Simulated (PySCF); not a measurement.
C4H3S, SMILES [c]1ccsc1, multiplicity 2.

Coordinates come from a B3LYP-D3(BJ)/def2-SVP optimisation. The isomer is the one that the SMILES or the coordinates give; other isomers of the formula were not compared.

All values below come from PySCF with CAM-B3LYP/def2-TZVP.

Isolated molecule, no solvent.

```yaml
total_energy: -552.30373 hartree
point_group: Cs
"α spin, highest occupied and lowest empty level": -8.34 and 0.45 eV
"β spin, highest occupied and lowest empty level": -8.28 and -1.63 eV
dipole_moment: 0.60 D
quadrupole, principal values (traceless, Buckingham form, about the centre of nuclear charge): -6.14, -1.59, 7.73 D·Å
mean_static_polarisability: 58.1 bohr³ (8.60 Å³)
polarisability_principal_values: 37.2, 65.5, 71.5 bohr³
"⟨S²⟩": 0.760 (pure state 0.75)
```
